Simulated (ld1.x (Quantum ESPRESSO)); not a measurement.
# Logarithmic derivatives: Cl (Z = 17), TM

ld1.x (Quantum ESPRESSO) 7.5 input, shortened:

```
&input
   title='Cl', zed=17., rel=1, dft='PBESOL', iswitch=3,
   config='[Ne] 3s2 3p5'
 /
 &inputp
   pseudotype=2, tm=.true., lloc=-1, rcloc=0.90,
   nlcc=.false.
 /
2
3S  1  0   2.00   0.00  1.10  1.10  0.0
3P  2  1   5.00   0.00  1.15  1.15  0.0
 &test
   configts(1)='3s2 3p5'
 /
```

The phase is arctan(r·u′/u) with u = r·R(r), unwrapped; energies in Ry, scanned from -4 to 5 Ry. A pole is an energy at which the radial function vanishes at the test radius. The pseudo phase is shifted by a multiple of π to meet the all-electron one at the reference energy, and phase errors are pseudo minus all-electron; the curves can meet again beyond the range given. Levels narrower than the energy grid can be missing from the lists of poles.

Q: For each channel, where are the poles, and over which energies does the pseudopotential scatter like the atom?

A:

```csv
channel,radius (bohr),reference energy (Ry),"poles, all-electron","poles, pseudo",unbroken range about the reference energy with phases within 0.05 rad,phase error 1 Ry above the reference energy (rad)
s,1.25,-1.52,none,1.47,below -0.1,-0.025
p,1.25,-0.63,none,none,below 2.8,-0.009
```

Phases in the s channel:

```csv
E (Ry),all-electron,pseudo
-4.00,0.898,0.882
-3.52,0.816,0.801
-3.04,0.709,0.697
-2.56,0.571,0.562
-2.08,0.391,0.388
-1.60,0.166,0.166
-1.12,-0.094,-0.098
-0.64,-0.361,-0.379
-0.16,-0.600,-0.647
0.32,-0.794,-0.886
0.80,-0.945,-1.109
1.28,-1.061,-1.387
1.76,-1.151,-2.177
2.24,-1.222,-3.746
2.72,-1.279,-4.120
3.20,-1.326,-4.266
3.68,-1.365,-4.353
4.16,-1.398,-4.414
4.64,-1.427,-4.461
```
